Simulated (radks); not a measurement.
Species: As+. Configuration: [Ar] 3d10 4s2 4p1.5 5s0.5 (fractional occupations, a model configuration).

Method: scalar-relativistic Kohn-Sham, r2SCAN, spin-unpolarised, spherical densities, finite nucleus; meta-GGA in the generalised Kohn-Sham scheme; Fermi nuclear charge, rms radius 4.0968 fm; computed with a radial shooting solver on a logarithmic mesh with Libxc functionals.

Energy parts (eV):
| part | energy |
|---|---|
| total | -61515.461 |
| kinetic | 62702.179 |
| electron-nucleus | -147887.821 |
| Hartree | 25944.182 |
| exchange-correlation | -2274.000 |

Orbitals (lengths in bohr, moments of r in powers of bohr; <r^-3> diverges for s and p1/2; r(90%) holds 90 % of the orbital's charge):
orbital,occ.,eigenvalue (eV),r(90%),<r^-3>,<r^4>,<r^2>
1s,2,-11764.52,0.0813,-,0.00002004,0.002788
2s,2,-1512.237,0.313,-,0.004062,0.04838
2p,6,-1325.532,0.289,1107,0.002977,0.03846
3s,2,-208.4097,0.891,-,0.2704,0.4108
3p,6,-149.9143,0.944,153.0,0.3423,0.4462
3d,10,-54.1632,1.13,16.90,0.7724,0.5756
4s,2,-26.0128,2.75,-,24.33,3.924
4p,1.5,-15.2658,3.38,11.00,56.86,5.798
5s,0.5,-5.7814,7.56,-,1398,31.15
4d,0,-3.8793,7.14,0.3198,1057,24.66
5p,0,-3.8460,8.72,1.532,2521,41.98

The highest occupied level is 5s at -5.781 eV. The density falls to 0.001 e/bohr^3 at r = 4.13 bohr. The electron density at the nucleus is 3.598e+04 e/bohr^3 (large components only).
